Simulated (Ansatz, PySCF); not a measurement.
C2H3O3, SMILES COC([O])=O (connectivity only; charge and spin as stated), charge -1, multiplicity 1. Atoms are numbered in the order given.

```xyz
8

C     -1.7516    -0.0500    -0.1294
O     -0.5061    -0.5648    -0.5213
C      0.6539     0.0258     0.1183
O      1.7149    -0.4740    -0.2735
O      0.4015     0.9238     0.9431
H     -1.8403     1.0302    -0.3421
H     -1.9343    -0.1823     0.9517
H     -2.5207    -0.5979    -0.6988
```
Charge -1, spin multiplicity 1.

The structure is a stationary point at B3LYP-D3(BJ)/def2-SVPD. The spin state was assumed, not searched. The isomer is the one that the SMILES or the coordinates give; other isomers of the formula were not compared.

Two levels are set side by side: PBE-D3(BJ)/def2-SVPD (Ansatz, a first-principles code) and B3LYP-D3(BJ)/def2-SVPD (Ansatz). Each level has its own optimised geometry; the coordinates shown are those of the second. Frequencies come from the Hessian of PySCF at each geometry. Differences are taken from unrounded values.

| quantity | B3LYP-D3(BJ) |
|---|---|
| mean bond length (Å) | 1.235 |
| bond C1–O2 (Å) | 1.404 |
| bond O2–C3 (Å) | 1.450 |
| bond C3–O4 (Å) | 1.237 |
| bond C3–O5 (Å) | 1.245 |
| bond C1–H6 (Å) | 1.104 |
| bond C1–H7 (Å) | 1.104 |
| bond C1–H8 (Å) | 1.103 |
| highest harmonic wavenumber (cm⁻¹) | 3044 |
| mean harmonic wavenumber (cm⁻¹) | 1299 |
| zero-point energy (kcal/mol) | 33.44 |

What does PBE-D3(BJ) give, and how far is it from B3LYP-D3(BJ)? (An estimate is asked for; the answer gives what the named calculation found.)


```json
[
 {"quantity": "mean bond length (Å)", "PBE-D3(BJ)": "1.246", "PBE-D3(BJ) minus B3LYP-D3(BJ)": "0.010"},
 {"quantity": "bond C1–O2 (Å)", "PBE-D3(BJ)": "1.408", "PBE-D3(BJ) minus B3LYP-D3(BJ)": "0.005"},
 {"quantity": "bond O2–C3 (Å)", "PBE-D3(BJ)": "1.473", "PBE-D3(BJ) minus B3LYP-D3(BJ)": "0.023"},
 {"quantity": "bond C3–O4 (Å)", "PBE-D3(BJ)": "1.245", "PBE-D3(BJ) minus B3LYP-D3(BJ)": "0.008"},
 {"quantity": "bond C3–O5 (Å)", "PBE-D3(BJ)": "1.253", "PBE-D3(BJ) minus B3LYP-D3(BJ)": "0.008"},
 {"quantity": "bond C1–H6 (Å)", "PBE-D3(BJ)": "1.114", "PBE-D3(BJ) minus B3LYP-D3(BJ)": "0.010"},
 {"quantity": "bond C1–H7 (Å)", "PBE-D3(BJ)": "1.114", "PBE-D3(BJ) minus B3LYP-D3(BJ)": "0.010"},
 {"quantity": "bond C1–H8 (Å)", "PBE-D3(BJ)": "1.112", "PBE-D3(BJ) minus B3LYP-D3(BJ)": "0.009"},
 {"quantity": "highest harmonic wavenumber (cm⁻¹)", "PBE-D3(BJ)": "2974", "PBE-D3(BJ) minus B3LYP-D3(BJ)": "-69"},
 {"quantity": "mean harmonic wavenumber (cm⁻¹)", "PBE-D3(BJ)": "1255", "PBE-D3(BJ) minus B3LYP-D3(BJ)": "-45"},
 {"quantity": "zero-point energy (kcal/mol)", "PBE-D3(BJ)": "32.28", "PBE-D3(BJ) minus B3LYP-D3(BJ)": "-1.16"}
]
```

Exact exchange shortens and stiffens bonds; PBE has none. Differences between two approximate levels are no errors against the true value.
